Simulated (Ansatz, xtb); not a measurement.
## Relaxing a trial structure of F2HOSi2+

The starting geometry of this gas-phase singlet was built from a drawn formula by distance geometry and a force field; its bonds are those of `F[Si]1(F)[OH+][Si]1`.

```json
{"atom": "F", "x (Å)": "-2.5368", "y (Å)": "-0.1341", "z (Å)": "0.1186"}
{"atom": "F", "x (Å)": "-2.6552", "y (Å)": "0.5050", "z (Å)": "-2.4671"}
{"atom": "O", "x (Å)": "-0.7458", "y (Å)": "1.2998", "z (Å)": "-0.9118"}
{"atom": "Si", "x (Å)": "-1.7465", "y (Å)": "-0.0077", "z (Å)": "-1.2295"}
{"atom": "Si", "x (Å)": "0.4938", "y (Å)": "0.3052", "z (Å)": "-1.1342"}
{"atom": "H", "x (Å)": "-0.9030", "y (Å)": "1.4923", "z (Å)": "0.0505"}
```

Task: Predict what becomes of its bonds when it is optimised with r2SCAN-D4/def2-SVP.

Result: It keeps its bonds, and is `F[Si]1(F)[OH+][Si]1`. Distances that change by over a tenth: O3–Si5 (1.60 → 1.83 Å).

The energy falls by 1.85 eV over 11 steps:

```csv
step,E − E(last) (eV)
1,1.850
2,0.940
3,0.297
4,0.166
5,0.039
7,0.001
8,0.000
9,0.000
10,0.000
11,0.000
```

Final geometry (Å):

```xyz
6

F    -2.6839   -0.5774   -0.0420
F    -2.6922    0.6026   -2.3761
O    -0.7365    1.2621   -0.5850
Si   -1.7911   -0.0676   -1.2527
Si    0.5533    0.1011   -1.1766
H    -0.7432    2.1398   -0.1410
```

From the same start GFN2-xTB ends elsewhere, differing in O3–Si4 (3.06 against 1.82 Å here).

The end wasn't checked by frequencies. Run with Ansatz 0.2.0, 14 s on 2 threads of Intel(R) Xeon(R) 6975P-C (Granite Rapids), on a shared host.
